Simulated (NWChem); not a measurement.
System: CH3BrTe; SMILES C[Te]Br

The following NWChem deck was run.

```
start job
memory heap 200 mb stack 900 mb global 1100 mb
geometry units angstroms noautoz
  Te     0.305229     0.854769     0.000000
  Br     0.039804    -1.650435     0.000000
  C     -1.799932     1.277199     0.000000
  H     -2.259895     0.863170     0.905135
  H     -2.259895     0.863170    -0.905135
  H     -1.892488     2.373644     0.000000
end
basis spherical
  * library def2-svp
end
ecp
  Te library def2-ecp
end
dft
  xc m06
  iterations 150
  mulliken
end
task dft energy
```

All runs use the structure optimised with PBE0/def2-SVP. def2 effective core potentials on Te; no spin-orbit coupling.

Q: Give the results of this calculation. (M06/def2-SVP with def2 effective core potentials on Te.) Quantities: energy (Ha); highest occupied level (eV); orbital gap (eV); dipole (D).

A: 
```
Property                       Result
---------------------------  --------
energy (Ha)                  -2881.69
highest occupied level (eV)     -6.03
orbital gap (eV)                 3.80
dipole (D)                       2.37
```
